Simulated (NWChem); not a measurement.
System: C2H2BClO; SMILES C#CB(O)Cl

The following NWChem deck was run.

```
start job
memory heap 200 mb stack 900 mb global 1100 mb
geometry units angstroms noautosym nocenter noautoz
  B     -0.389739    -0.091219     0.000000
  C      0.174180     1.334196     0.000000
  C      0.602627     2.472947     0.000000
  H      0.993105     3.475508     0.000000
  Cl     0.707077    -1.466816     0.000000
  O     -1.710089    -0.347787     0.000000
  H     -2.241342     0.456571     0.000000
end
basis spherical
  * library pcsseg-1
end
dft
  xc kt2
  iterations 150
end
property
  shielding
  efieldgrad
end
task dft property
```

Geometry: optimised at PBE0/def2-SVP.

GIAO values for the isolated, static molecule; σ is the absolute isotropic shielding, δ = σ(reference) − σ with the isolated reference molecule computed at the same levels (11B: boron trifluoride, 13C: tetramethylsilane, 1H: tetramethylsilane, 17O: water).

Atoms are numbered as in the input.

Q: Predict the main results of this run. (KT2/pcSseg-1, GIAO.) Quantities: δ B1 (ppm); δ C2 (ppm); δ C3 (ppm); δ H4 (ppm); σ Cl5 (ppm); δ O6 (ppm); δ H7 (ppm).

A: 
| Property | Result |
|---|---|
| δ B1 (ppm) | 16.0 |
| δ C2 (ppm) | 79.1 |
| δ C3 (ppm) | 90.4 |
| δ H4 (ppm) | 2.90 |
| σ Cl5 (ppm) | 773.6 |
| δ O6 (ppm) | 190.2 |
| δ H7 (ppm) | 5.65 |
